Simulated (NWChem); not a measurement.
# C5H5F; SMILES C#CCC(=C)F

```xyz
11

C      0.2836    -2.6146     0.4830
C     -0.0020    -1.5896    -0.0927
C     -0.3521    -0.3550    -0.7891
C     -0.1120     0.8818     0.0242
C     -1.0072     1.8027     0.3655
F      1.1652     1.0075     0.3885
H      0.5386    -3.5223     0.9980
H      0.2468    -0.2846    -1.7155
H     -1.4089    -0.3822    -1.0957
H     -0.7075     2.6764     0.9465
H     -2.0506     1.6924     0.0715
```
Atoms are numbered in this order, from 1.

Level: PBE0/def2-SVP (NWChem), optimised geometry, unscaled harmonic frequencies. 

| frequency (cm⁻¹) | IR intensity (km/mol) |
|---|---|
| 73 | 0.4 |
| 142 | 0.7 |
| 346 | 7.8 |
| 368 | 1.4 |
| 406 | 1.3 |
| 476 | 7.8 |
| 649 | 13.4 |
| 697 | 39.0 |
| 714 | 33.8 |
| 751 | 0.0 |
| 874 | 47.9 |
| 884 | 25.4 |
| 931 | 3.4 |
| 964 | 30.6 |
| 1000 | 0.6 |
| 1198 | 8.3 |
| 1293 | 20.2 |
| 1364 | 86.2 |
| 1396 | 2.1 |
| 1417 | 13.4 |
| 1782 | 112.7 |
| 2256 | 2.0 |
| 3052 | 3.9 |
| 3130 | 1.4 |
| 3200 | 1.8 |
| 3311 | 0.0 |
| 3491 | 76.9 |

| Item | Result |
|---|---|
| zero-point energy | 51.7 kcal/mol |
| thermal correction to the enthalpy at 298.15 K (with zero-point energy) | 56.2 kcal/mol |
| heat capacity Cv | 22.0 cal/(mol K) |
| entropy at 298.15 K and 1 atm (symmetry number 1) | 78.6 cal/(mol K) |
| dipole moment | 1.43 D |

Rigid rotor and harmonic oscillator; modes under 100 cm⁻¹ make the entropy uncertain.
